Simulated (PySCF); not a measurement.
# Working out the electron affinity of Ge

Ge⁻ [Ar] 3d10 4s2 4p3 (4S) → Ge [Ar] 3d10 4s2 4p2 (3P). All numbers are calculated (PySCF 2.14, a scalar-relativistic core potential, in aug-cc-pVTZ-PP with ECP10MDF (6s5p4d2f, 55 functions)). Frozen: 3s2 3p6 3d10. Energies in hartree (1 hartree = 27.21139 eV):

| part | Ge⁻ (lower) | Ge (upper) |
| --- | --- | --- |
| UHF | -293.383614 | -293.352850 |
| MP2 opposite-spin | -0.047979 | -0.041861 |
| MP2 same-spin | -0.019877 | -0.008873 |

Task: What does Hartree-Fock give?

Result: (-293.352850) − (-293.383614) = 0.030764 hartree = 0.837 eV.

Task: What do MP2 and SCS-MP2 (6/5 opposite-spin, 1/3 same-spin) give?

Result: The opposite-spin parts differ by 0.166 eV and the same-spin parts by 0.299 eV. MP2: 0.837 + (0.166) + (0.299) = 1.302 eV. SCS-MP2: 0.837 + 1.2 × (0.166) + (0.299)/3 = 1.136 eV.

Reference: 1.233 eV (measured; photodetachment measurements, as compiled on the Wikipedia data page of electron affinities), between the lowest levels; spin-orbit coupling is absent from the calculation.

What remains against the reference includes basis incompleteness, the frozen core and correlation beyond second order.
